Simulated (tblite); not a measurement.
Species: C₃H₁₁NOSi₃.
Geometry (GFN2-xTB, Å), atoms numbered from 1 in this order:
```
atom  x, y, z in Å
C1    -2.4804   -1.0994    1.0549
C2    -1.9827   -0.5442   -0.2694
O3    -0.7675    0.1240   -0.0710
Si4    0.0996    1.0436   -1.0874
C5     0.4882    0.0517   -2.6371
N6     0.7543   -0.5878   -3.5511
Si7    1.9527    1.4145    0.2277
Si8    2.4492   -0.2008    1.8206
H9    -3.4164   -1.6301    0.9052
H10   -2.6387   -0.2884    1.7618
H11   -1.7457   -1.7841    1.4709
H12   -1.8273   -1.3532   -0.9930
H13   -2.7181    0.1501   -0.6921
H14   -0.7388    2.1059   -1.6742
H15    1.7892    2.7422    0.8492
H16    3.0761    1.6298   -0.7013
H17    3.5740   -1.0523    1.4205
H18    2.8091    0.3802    3.1192
H19    1.3134   -1.0924    2.0695
```

All values are computed: GFN2-xTB (tblite) harmonic vibrations without scaling, gas phase. Errors from tens to a few hundred cm⁻¹ against measured bands are possible. Modes of hydrogen on silicon can be 10 to 20 % off. One conformer, not necessarily the lowest. The optimisation stopped once no atom felt more than 0.01 eV/Å.

Lowest wavenumbers of the output (negative numbers stand for imaginary wavenumbers):
```
mode    cm-1
  1     -47.6
  2      13.9
  3      24.5
  4      48.5
  5      65.1
  6      79.1
  7     120.1
  8     158.2
```

Is this structure a minimum?

Not by this Hessian. 1 mode is imaginary beyond 20i (48i cm⁻¹), so at this level the point lies at or near a first-order saddle. The curvature is small, so loose convergence or finite differences may be the whole cause.

Which atoms move in the imaginary mode?

48i: H19 (Si–H hydrogen) 33 %, H17 (Si–H hydrogen) 33 %, H18 (Si–H hydrogen) 33 %. These are shares of the mass-weighted motion.

What is the remedy?

Step along that mode in both directions, optimise again with tighter thresholds and repeat the frequencies. The zero-point energy of this point (79.2 kcal/mol) counts the 50 real modes alone, and thermal corrections from it aren't those of a minimum.
